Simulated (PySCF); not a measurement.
**Dipole moment and polarisability of `O=CC#CC#C[SiH2]Cl`**

C5H3ClOSi.
Structure used (GFN2-xTB), in Å, numbered top down from 1:
```
atom  x, y, z in Å
O1     4.6098   -0.4122    0.0857
C2     3.7782    0.4177    0.3458
C3     2.3710    0.2388    0.2692
C4     1.1667    0.0893    0.2049
C5    -0.1736   -0.0702    0.1340
C6    -1.3770   -0.2272    0.0675
Si7   -3.2084   -0.4601   -0.0327
Cl8   -4.0947    1.2667    0.5179
H9     4.0528    1.4387    0.6839
H10   -3.5750   -1.5179    0.9034
H11   -3.5444   -0.7608   -1.4207
```

Level: CAM-B3LYP/def2-SVPD (PySCF), static field, nuclei fixed, core orbitals frozen in the response. The polarisability tensor in these axes (au):

```
x   202.99   2.52   2.64
y     2.52  78.08   4.39
z     2.64   4.39  66.20
```

Task: Give the principal values, the mean and the anisotropy Δα = √{½[(α1 − α2)² + (α2 − α3)² + (α1 − α3)²]}.

Result: Principal values 64.73, 79.45 and 203.10 au; mean 115.76 au = 17.15 Å³ = 19.09 × 10⁻⁴⁰ C²·m²/J; Δα = 131.63 au (114 % of the mean).

Task: What is the dipole moment, and where does it point?

Result: (-2.40, 0.59, 0.16) D, 2.48 D in size, pointing from the negative to the positive side. Measured along this direction, the outermost atoms are O1 at the negative end and Cl8 at the positive end.

Task: Molar refractivity from α?

Result: Lorentz–Lorenz: R = (4π/3)N_A α = 2.5225 cm³/(mol·Å³) × 17.15 Å³ = 43.3 cm³/mol, in the limit of long wavelengths.

Task: Rayleigh depolarisation ratio (linearly polarised light, static tensor)?

Result: ρ = 3Δα²/(45ᾱ² + 4Δα²) = 51978.4/(603000 + 69304.6) = 0.0773.

Task: Refractivity n − 1 of an ideal gas of it at 298.15 K and 1 atm, from the electronic α?

Result: N = p/kT = 2.4615 × 10¹⁹ cm⁻³, so n − 1 = 2π × N × 17.15 × 10⁻²⁴ cm³ = 2653 × 10⁻⁶ at long wavelengths, for an ideal gas.

Task: In TDDFT the mean static polarisability is Σ f/ω² over all singlet excitations (ω in hartree). How much of it do the 8 lowest give? Their energies (eV) and oscillator strengths: 3.67, 0.0002; 3.70, 0.0000; 4.26, 0.0699; 4.62, 0.0002; 6.18, 0.0000; 6.22, 0.7669; 6.35, 0.6743; 6.85, 0.2535.

Result: They add up to 33.94 au, 29.3 % of the 115.76 au; the largest single term is 14.68 au, from the state at 6.22 eV. Terms in order: 0.01, 0.00, 2.85, 0.01, 0.00, 14.68, 12.39, 4.00 au. Higher excitations give the rest. The strengths listed sum to 1.765.

Isolated species at its GFN2-xTB geometry, gas phase.

These values come from a run that also computed excited states. Hardware: Arm Neoverse V1, one thread (shared host). Cost: 43 s, 0.88 GiB resident at most.
